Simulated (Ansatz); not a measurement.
C2H6ClGeN (`[CH3][GeH2][C](=N)Cl`). The species carries charge 0 and has multiplicity 1. All single points use the PBE0-D4/def2-TZVP geometry. It is one conformer, not always the lowest.

```xyz
11

C    -1.124    0.669    1.141
Ge   -0.490    0.089   -0.603
C     1.423   -0.402   -0.478
N     1.997   -1.473   -0.772
Cl    2.415    0.907    0.161
H    -0.534    1.523    1.477
H    -1.024   -0.138    1.867
H    -2.172    0.964    1.082
H    -0.615    1.202   -1.654
H    -1.204   -1.186   -1.094
H     1.328   -2.155   -1.128
```

Q: What is the dipole moment at B3LYP/def2-TZVPP? (Best estimate.)

A: The calculation gave: 3.11 D, with components (-3.10, -0.03, 0.15) D in this frame, pointing from negative to positive charge.

Q: And with PBE, r2SCAN, ωB97M-V? (Best estimate.)

A: Ansatz gave: PBE 2.94 D, r2SCAN 3.09 D, ωB97M-V 3.18 D.

Q: Give the Mulliken charges with B3LYP, ωB97M-V, PBE in def2-TZVPP. (An estimate is asked.)

A: Ansatz gave: 
| atom | B3LYP | ωB97M-V | PBE |
| --- | --- | --- | --- |
| C1 | -0.37 | -0.43 | -0.36 |
| Ge2 | 0.18 | 0.12 | 0.14 |
| C3 | -0.04 | -0.06 | -0.05 |
| N4 | -0.16 | -0.15 | -0.13 |
| Cl5 | -0.11 | -0.08 | -0.09 |
| H6 | 0.12 | 0.14 | 0.12 |
| H7 | 0.12 | 0.14 | 0.12 |
| H8 | 0.11 | 0.13 | 0.11 |
| H9 | 0.01 | 0.04 | 0.00 |
| H10 | -0.02 | 0.02 | -0.02 |
| H11 | 0.16 | 0.14 | 0.17 |

B3LYP here is the variant with VWN-RPA as its local correlation; programs differ in this.
